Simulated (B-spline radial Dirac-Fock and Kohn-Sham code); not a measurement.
**Sm⁴⁴⁺: scattering cross sections and density moments**

System: samarium as Sm⁴⁴⁺, configuration [Ne] 3s2 3p6.

Model: Dirac-Fock orbitals of the configuration average with a finite nucleus. Program: an atomic code on a B-spline grid.

- Sum of ⟨r⟩: 2.590 bohr
- Sum of ⟨r²⟩: 0.5670 bohr²
- Sum of ⟨1/r⟩: 312.31 per bohr
- Langevin diamagnetic susceptibility: -0.449 × 10⁻⁶ cm³/mol
- Lamb shielding (α²/3)Σ⟨1/r⟩: 5544 ppm

Coherent scattering is the Thomson cross section weighted by f₀², without anomalous dispersion; incoherent scattering is Klein-Nishina weighted by S. The Lamb formula is the non-relativistic shielding expression. Electron correlation is left out. A dash stands where the photon energy is too low for the impulse approximation behind that column.

```
hν (keV)  coherent (b)  incoherent (b)  incoherent per electron (b)
       2         214.2               –                            –
      10         187.0               –                            –
 17.4793         146.5           1.982                        0.110
      20         133.3           2.357                        0.131
      50         51.98           5.085                        0.283
     100         19.49           6.307                        0.350
     200         6.187           6.253                        0.347
     500         1.158           4.955                        0.275
```

Incoherent scattering overtakes coherent scattering between 100 and 200 keV.

Values without a named source are computed, but for edge energies of neutral atoms, which are taken from tables.
